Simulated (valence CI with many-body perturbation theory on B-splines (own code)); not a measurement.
Values are calculated unless marked as measured or tabulated.
Ladder of approximations for Ge XIX

Level of theory: valence CI with perturbative core correlation (CI+MBPT): four valence electrons over a frozen Dirac-Fock core [Ne], a basis of 11 s, 11 p, 9 d, 7 f, 5 g, 2 h, 1 i functions for each j, with the one-electron correlation potential Σ1, the two-electron term Σ2, the three-electron term Σ3, Breit, model QED; selected CI, second order for the rest (own B-spline code, finite nucleus).

No measured spectrum was set against this ion. As an estimate, levels of excited configurations hold to 0.05 to 0.15 % of their energy, terms of the ground configuration to about 0.5 %.

Each rung adds one term. CI alone is the Dirac-Coulomb CI over the frozen core; QED comes last and gives the full result, which names the levels. Energies are above 3s2 3p2 3P_0 on the same rung, in cm⁻¹.

Names give the largest LS component (configuration and term), which can be under half, so a name can repeat, a term be missing and a line seem to break the LS rules; names also repeat where a configuration has a term twice.

| Level | CI alone | Σ1 | Σ2 | Σ3 | Breit | QED | Full |
| --- | --- | --- | --- | --- | --- | --- | --- |
| 3s2 3p2 3P_1 | 34609 | +149 | +121 | +37 | -948 | +106 | 34073 |
| 3s2 3p2 3P_2 | 54419 | +182 | +49 | +1 | -1316 | +124 | 53459 |
| 3s2 3p2 1D_2 | 110356 | +322 | -10 | -50 | -2059 | +205 | 108764 |
| 3s2 3p2 1S_0 | 170245 | +330 | -380 | -262 | -1852 | +176 | 168256 |
| 3s 3p3 5S°_2 | 350169 | -785 | +1514 | +383 | -656 | -1259 | 349367 |
| 3s 3p3 3D°_1 | 446173 | -762 | +379 | +269 | -554 | -1149 | 444358 |
| 3s 3p3 3D°_2 | 448166 | -734 | +464 | +276 | -760 | -1140 | 446273 |
| 3s 3p3 3D°_3 | 461869 | -668 | +554 | +296 | -1472 | -1099 | 459481 |
| 3s 3p3 3P°_0 | 514796 | -655 | -88 | +108 | -977 | -1121 | 512063 |
| 3s 3p3 3P°_1 | 519161 | -632 | -119 | +125 | -1283 | -1092 | 516161 |
| 3s 3p3 3P°_2 | 521008 | -634 | -101 | +183 | -1499 | -990 | 517968 |
| 3s 3p3 1D°_2 | 567707 | -571 | -460 | +231 | -2262 | -685 | 563960 |
| 3s 3p3 3S°_1 | 625900 | -703 | -5018 | -88 | -652 | -1289 | 618150 |
| 3s2 3p 3d 3F°_2 | 632586 | -739 | -1000 | -252 | -2154 | -38 | 628403 |
| 3s2 3p 3d 3F°_3 | 651886 | -631 | -921 | -276 | -2882 | +59 | 647235 |
| 3s 3p3 1P°_1 | 682396 | -511 | -4071 | -133 | -1856 | -1039 | 674785 |
| 3s2 3p 3d 3F°_4 | 684858 | -463 | -747 | -250 | -3893 | +149 | 679654 |
| 3s2 3p 3d 3P°_2 | 712363 | -675 | -4215 | -631 | -2109 | -244 | 704489 |
| 3s2 3p 3d 3D°_1 | 724209 | -752 | -4356 | -690 | -1944 | -141 | 716326 |
| 3s2 3p 3d 1D°_2 | 750174 | -621 | -4747 | -582 | -2656 | -272 | 741296 |
| 3s2 3p 3d 3P°_0 | 753840 | -606 | -3422 | -618 | -2708 | -14 | 746472 |
| 3s2 3p 3d 3P°_1 | 760923 | -598 | -3890 | -645 | -2942 | -43 | 752805 |
| 3s2 3p 3d 3D°_3 | 761947 | -580 | -4492 | -684 | -3302 | -23 | 752865 |
| 3s2 3p 3d 3D°_2 | 768249 | -531 | -4204 | -652 | -3286 | -78 | 759498 |
| 3s2 3p 3d 1F°_3 | 826518 | -546 | -4290 | -1113 | -3415 | +103 | 817256 |
| 3s2 3p 3d 1P°_1 | 848766 | -504 | -4153 | -1276 | -3070 | -48 | 839716 |
| 3p4 3P_2 | 903439 | -1647 | -751 | +517 | -608 | -2186 | 898764 |
| 3s 3p2 3d 5F_1 | 936243 | -1720 | +314 | +139 | -1229 | -1440 | 932307 |
| 3p4 3P_0 | 944244 | -1537 | -745 | +449 | -1171 | -2083 | 939156 |
| 3p4 3P_1 | 944304 | -1518 | -323 | +452 | -1602 | -1921 | 939394 |
| 3s 3p2 3d 5F_2 | 944056 | -1685 | +371 | +103 | -1529 | -1360 | 939956 |

The middle columns are the shifts that each term adds.

Task: How does the ionisation energy move along the ladder, and which term matters most?

Result: CI alone 704.42, + Σ1 705.18, + Σ2 705.05, + Σ3 704.91, + Breit 704.55, + QED 704.57 eV. The largest step is Σ1, 0.76 eV. NIST lists 706.7 ± 1 eV (semi-empirical).
